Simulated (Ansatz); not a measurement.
`CC(C)[O][Ge][Cl]`, relaxed with RKS PBE-D4/def2-SVP in Ansatz 0.2.0 from a rough embedded geometry. The force threshold is 0.03 eV/Å; the program also tests the step.

The species carries charge 0 and has multiplicity 1.

Start:

```xyz
13

C     0.204   -1.131    0.346
C    -0.315    0.176   -0.148
C    -0.154    0.193   -1.646
O     0.355    1.335    0.374
Ge   -0.373    1.762    1.967
Cl    0.866    1.062    3.611
H     1.323   -1.189    0.186
H     0.062   -1.161    1.495
H    -0.237   -1.980   -0.095
H    -1.395    0.239    0.046
H    -0.556    1.168   -2.075
H    -0.717   -0.601   -2.150
H     0.936    0.128   -1.911
```

```csv
step,energy (eV),largest force (eV/Å),largest move (Å)
1,-74279.4590,3.645,0.000
2,-74279.8258,0.844,0.193
3,-74279.8807,0.512,0.109
4,-74279.9167,0.368,0.160
5,-74279.9570,0.293,0.196
6,-74279.9995,0.268,0.195
7,-74280.0398,0.340,0.195
8,-74280.0783,0.444,0.198
9,-74280.0927,0.686,0.195
10,-74280.1429,0.258,0.200
11 (rejected),-74280.1385,0.509,0.200
12,-74280.1567,0.080,0.097
13,-74280.1636,0.044,0.100
14,-74280.1673,0.040,0.150
15 (rejected),-74280.0881,0.739,0.058
16,-74280.1679,0.016,0.016
```

End:

```xyz
13

C     0.090   -1.513    0.190
C    -0.345   -0.071   -0.061
C    -0.035    0.406   -1.478
O     0.348    0.780    0.865
Ge   -0.567    1.752    2.088
Cl    1.202    2.691    3.037
H     1.187   -1.607    0.060
H    -0.160   -1.822    1.225
H    -0.411   -2.208   -0.514
H    -1.452    0.002    0.105
H    -0.374    1.451   -1.624
H    -0.539   -0.233   -2.231
H     1.058    0.372   -1.660
```

Run time 22 s (4 threads of an AMD EPYC 9R14 on a shared host); peak host memory 0.24 GiB.
